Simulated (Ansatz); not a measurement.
`[OH][GeH]([OH])[GeH3]` + `[SiH3][GeH3]` → `[GeH3][SiH2][GeH3]` + `[OH][GeH2][OH]`  (formal exchange of groups at a Ge–Ge bond)

Program: Ansatz. Geometries: PBE0-D4/def2-TZVP. ΔE: electronic, gas phase. CBS: MP2 limit from def2 TZ/QZ plus the TZ coupled-cluster correction, frozen cores. DFT in def2-TZVPP. For Ge outer-core shells are correlated without core-valence functions, which leaves a few kJ/mol of doubt a bond. Scalar relativity is left out up to krypton. One conformer a species, not always the lowest.

(1) Is it downhill or uphill in electronic energy at CCSD(T)/CBS, and by how much? (Estimate.)

(2) What do these levels give: PBE-D4, B2PLYP, PBE, MP2/def2-TZVPP, CCSD/def2-TZVPP, HF/CBS(def2)? (Best estimate.)

Largest T1 diagnostic among the species: 0.012.

Answers

(1) The calculation gave: Uphill: ΔE = +4.0 kJ/mol.

(2) Computed: PBE-D4 3.9, B2PLYP 7.4, PBE 4.6, MP2/def2-TZVPP 3.9, CCSD/def2-TZVPP 5.0, HF/CBS(def2) 7.9 kJ/mol.

In def2-TZVPP, CCSD(T) changes the Hartree–Fock value by −3.5 kJ/mol (the triples alone add −1.0 kJ/mol) and MP2 by −3.7 kJ/mol.
